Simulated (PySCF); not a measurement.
## Spinor energies of P(13+) (phosphorus, charge +13)

Start: 1s2. Calculated with PySCF 2.14 in an even-tempered Gaussian basis (15 s from 9.2 bohr⁻², ratio 2.4; 8 p from 12 bohr⁻², ratio 2.4; 3 d from 39 bohr⁻², ratio 2.6; 3 f from 58 bohr⁻², ratio 2.6): generalised Hartree-Fock with the X2C-1e Hamiltonian and a Gaussian nucleus; one run each with spin-orbit coupling (SO) switched off, then screened by Boettger's factors.

```json
{"spinor shell": "1s1/2", "electrons": "2", "ε, spin-free (eV)": "-2818.3", "ε, screened SO (eV)": "-2818.3", "weight of nominal j (screened SO)": "1.000", "rms radius, screened SO (bohr)": "0.118"}
```

```tsv
quantity	spin-free	screened SO
E (hartree)	-216.35207	-216.35207
M_J	0	0
⟨J²⟩	0.000	0.000
⟨L²⟩	0.000	0.000
⟨S²⟩	0.000	0.000
```

Without spin-orbit coupling the j labels of p, d and f shells carry no meaning; the spin-free column gives the mean over the occupied spinors of each nl shell.
